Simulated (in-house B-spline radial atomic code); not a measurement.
## Response and correlation of Pr²⁹⁺

Closed shell [Ar] 3d10 4s2. Computed with a B-spline radial code for spherical atoms: Dirac-Hartree-Fock, relativistic RPA (time-dependent Dirac-Hartree-Fock) for the response and second-order many-body perturbation theory for correlation, no-pair Dirac-Coulomb Hamiltonian, finite nucleus.

Command:
```bash
python run_mb.py task.json out
```
Settings (nuclear radius in fm, box in bohr, cutoff in hartree):
```
basis_form          2
Z                   59
core_configuration  [Ar] 3d10 4s2
rms_radius          4.8919
mass_number         141
speed_of_light      137.036
box_radius          2.962
lmax                7
intervals           57
virtual_cutoff      87025.0
```

Cost of the run: 4.7 s on 1 thread of Intel(R) Xeon(R) 6975P-C (shared host).

```csv
"multipole (bohr³, bohr⁵, bohr⁷)",uncoupled,coupled RPA
dipole,0.10639,0.11499
quadrupole,0.013256,0.014709
octupole,0.0033806,?
```

(1) What is the coupled octupole polarisability?

(2) Which subshells carry the dipole polarisability?

(3) What does the dipole shielding factor come to?

Dipole polarisability at imaginary frequency:

```json
{"u (Eh)": "0", "α(iu) (bohr³)": "0.115"}
{"u (Eh)": "8.22", "α(iu) (bohr³)": "0.02287"}
{"u (Eh)": "24.6", "α(iu) (bohr³)": "0.008018"}
{"u (Eh)": "49.3", "α(iu) (bohr³)": "0.004153"}
{"u (Eh)": "82.2", "α(iu) (bohr³)": "0.002181"}
{"u (Eh)": "164", "α(iu) (bohr³)": "0.0007448"}
{"u (Eh)": "329", "α(iu) (bohr³)": "0.0002204"}
{"u (Eh)": "822", "α(iu) (bohr³)": "3.982e-05"}
```

(4) What dispersion coefficients follow for two such ions (the dispersion part alone)?

Lowest J = 1 odd-parity excitations:

```json
{"energy (eV)": "56.881", "oscillator strength": "0.0944", "leading channel": "4s1/2 → p1/2", "weight": "0.95"}
{"energy (eV)": "97.177", "oscillator strength": "1.08", "leading channel": "4s1/2 → p3/2", "weight": "0.946"}
{"energy (eV)": "497.02", "oscillator strength": "0.143", "leading channel": "4s1/2 → p1/2", "weight": "0.996"}
{"energy (eV)": "511.07", "oscillator strength": "0.237", "leading channel": "4s1/2 → p3/2", "weight": "0.996"}
{"energy (eV)": "709.33", "oscillator strength": "0.048", "leading channel": "4s1/2 → p1/2", "weight": "0.998"}
{"energy (eV)": "716.83", "oscillator strength": "0.0843", "leading channel": "4s1/2 → p3/2", "weight": "0.998"}
{"energy (eV)": "839.88", "oscillator strength": "0.0276", "leading channel": "4s1/2 → p1/2", "weight": "0.998"}
{"energy (eV)": "845.8", "oscillator strength": "0.0495", "leading channel": "4s1/2 → p3/2", "weight": "0.998"}
```

Second-order correlation energy by the highest angular momentum of the excited pair (hartree): s -0.02363, p -0.2476, d -0.5096, f -0.6153, g -0.1927, h -0.08318, i -0.03765, k -0.0191.

(5) What is the second-order correlation energy at the partial-wave limit?

Results:

(1) 0.003643 atomic units, +8 % against the uncoupled value.

(2) 4s1/2 97.4 %, 3d5/2 1.2 %, 3d3/2 0.8 %.

(3) The dipole shielding factor is 0.508, against the exact N/Z = 30/59 = 0.508 of the non-relativistic theorem.

(4) C6 = (3/π)∫α(iu)²du = 0.03776 hartree·bohr⁶ and C8 = 0.03496 hartree·bohr⁸.

(5) The listed waves sum to -1.7287 hartree; extrapolating the increments as (l + 1/2)⁻⁴ gives -1.7677 hartree, -1.6 eV per electron.
